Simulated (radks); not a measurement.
Fractional charge and spin in the 4s shell of bromine: the spin-up occupation runs from 0 to 1 and the spin-down occupation from 0 to 1; the fullest corner is Br+, [Ar] 3d10 4p(up 2, down 2) 4s(up 1, down 1). Method: non-relativistic Kohn-Sham, BLYP, spin-polarised, spherical densities, point nucleus; computed with a radial shooting solver on a logarithmic mesh with Libxc functionals. Energy (eV) above the fullest corner. The planes named below are the two flat planes that join the four corners, with an edge along up + down = one added electron.

down \ up       0     0.5       1
0          83.480  57.773  35.184
0.5        57.773  35.458  16.150
1          35.184  16.150   0.000

Corners above the fullest one (they belong to Br2+ and the next ion): (up 1, down 0) 35.184 eV, (up 0, down 1) 35.184 eV, (up 0, down 0) 83.480 eV. With half an added electron in each spin the energy lies 0.274 eV from the planes, and with half an added electron in spin up alone -1.560 eV. The planes are only a guide here: the flat-plane condition holds for ground states with one frontier orbital, while this shell lies below other occupied shells, so the corners above the fullest one are inner-hole states and not the ground states of those ions.
